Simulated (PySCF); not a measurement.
Species: C6H5ClFO (doublet state).
Z-matrix (Å and degrees, GFN2-xTB geometry), rows numbered from 1:
```
C 
C   1  1.3743
C   2  1.3674  1  121.82
C   3  1.2819  2  167.06  1   -88.16
Cl  4  1.7804  3  122.70  2    -4.83
O   2  1.3685  1  116.21  3   175.79
C   6  1.3556  2  119.32  1   173.17
C   7  1.3264  6  122.73  2   176.65
F   8  1.3426  7  123.11  6    -0.59
H   1  1.0719  2  120.54  3     2.26
H   1  1.0730  2  119.82  3  -178.50
H   4  1.0779  3  126.46  2   174.64
H   7  1.0822  6  117.75  2    -3.77
H   8  1.0769  7  123.82  6   179.28
```

The hyperfine couplings belong to this conformer and change with its torsions.

Identity: `C=C(/[C]=C\Cl)O/C=C\F` [radical].

Theory: UKS B3LYP, pcH-1 on C Cl F H O, non-relativistic, mean-field spin-orbit, GIAO in PySCF. The structure is a single GFN2-xTB conformer in the gas phase; no vibrational or solvent corrections. A GFN2-xTB geometry isn't a minimum of the functional, and hyperfine couplings can be far from their values at a DFT geometry. Stability of the SCF solution: not tested. ⟨S²⟩ is 0.779 where a pure state has 0.75.

Task: Match the computed a_iso(13C) values +72.5, +56.1, -47.5, -1.7 MHz with the sites C1; C2; C3; C4.

Result: 
```json
{"site": "C1", "a_iso (MHz)": "+56.1", "ρ(0) (bohr⁻³)": "+0.0500", "position": "largest spin population", "distance from C1 (Å)": "0.00", "spin population": "+0.69", "largest |T| (MHz)": "104.1"}
{"site": "C2", "a_iso (MHz)": "-47.5", "ρ(0) (bohr⁻³)": "-0.0423", "position": "1 bond from C3", "distance from C1 (Å)": "1.37", "spin population": "-0.21", "largest |T| (MHz)": "28.2"}
{"site": "C3", "a_iso (MHz)": "+72.5", "ρ(0) (bohr⁻³)": "+0.0648", "position": "a main spin site", "distance from C1 (Å)": "2.40", "spin population": "+0.57", "largest |T| (MHz)": "90.8"}
{"site": "C4", "a_iso (MHz)": "-1.7", "ρ(0) (bohr⁻³)": "-0.0014", "position": "1 bond from C3", "distance from C1 (Å)": "3.55", "spin population": "-0.08", "largest |T| (MHz)": "9.4"}
```

ρ(0) is the spin density at the nucleus and T the dipolar tensor; a_iso includes a spin–orbit part. The largest Mulliken spin populations are on C1 (+0.69), C3 (+0.57), C2 (-0.21) and C4 (-0.08). The positive populations add up to 1.37 and the negative ones to -0.37, together 2S = 1. The angles at C1 add up to 360.0°, so it is planar; its axial dipolar tensor and the negative couplings of its protons fit spin in a p orbital normal to that plane. Main spin sites, with 60 % or more of the largest population: C1, C3; positions count bonds from the nearest.

The SMILES `C=C(/[C]=C\Cl)O/C=C\F` draws the unpaired electron on C3, whose computed spin population is only +0.57.
